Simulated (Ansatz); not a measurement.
C3H8AlCl can be A, `C[CH]([AlH2])CCl`, or B, `C[CH](C)[AlH][Cl]`.

Gas-phase electronic energies from Ansatz, PBE0-D4/def2-TZVP geometries. CBS: MP2 limit from def2 TZ/QZ plus the TZ coupled-cluster correction, frozen cores. Functionals use def2-TZVPP. B3LYP here is the variant with VWN-RPA as its local correlation; programs differ in this. Each species was taken in one conformer, which may not be the lowest.

**Question.** Which isomer does CCSD(T)/CBS put lower? Give the gap. (An estimate is asked.)

**Answer.** Computed: B, by 54.2 kcal/mol.

**Question.** Give E(B) − E(A) in kcal/mol with PBE-D4, r2SCAN-D4, CCSD(T)/def2-TZVPP, B3LYP, HF/def2-TZVPP, CCSD/def2-TZVPP, MP2/def2-TZVPP. (An estimate is asked.)

**Answer.** The calculation gave: PBE-D4 -51.9, r2SCAN-D4 -54.6, CCSD(T)/def2-TZVPP -54.0, B3LYP -54.0, HF/def2-TZVPP -56.2, CCSD/def2-TZVPP -54.6, MP2/def2-TZVPP -55.1. None reverses the order clearly.

Largest T1 diagnostic: 0.010.

In def2-TZVPP, CCSD(T) changes the Hartree–Fock value by +2.2 kcal/mol (the triples alone add +0.6 kcal/mol) and MP2 by +1.1 kcal/mol. From PBE to PBE0 (25 % exact exchange), in def2-TZVPP and without D4, E(B) − E(A) moves by −1.5 kcal/mol.
